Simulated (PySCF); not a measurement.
**How methods differ on the ionisation energy of Ca²⁺**

Ca²⁺ [Ar] (1S) → Ca³⁺ [Ne] 3s2 3p5 (2P), as a difference of total energies. Computed with PySCF 2.14 in def2-SVP (5s3p2d, 24 functions), with no relativity, point nucleus. Correlated levels: valence: [Ne] 3s2 frozen. The calculations carry no spin-orbit coupling.

```
           method  ionisation energy (eV)  difference from reference (eV)
              UHF                  50.769                          -0.144
            M06-L                  52.265                          +1.352
           r2SCAN                  52.154                          +1.241
    MP2 (valence)                  51.624                          +0.711
SCS-MP2 (valence)                  51.561                          +0.648
   CCSD (valence)                  51.668                          +0.755
CCSD(T) (valence)                  51.668                          +0.755
```

Reference: 50.913 eV (measured; NIST Atomic Spectra Database, ionization energies).

These non-relativistic numbers lack the scalar-relativistic shift.

The reference lies between the lowest fine-structure levels, while these numbers refer to the centres of the terms.

Errors of the correlated levels include the incompleteness of this basis and the frozen core.
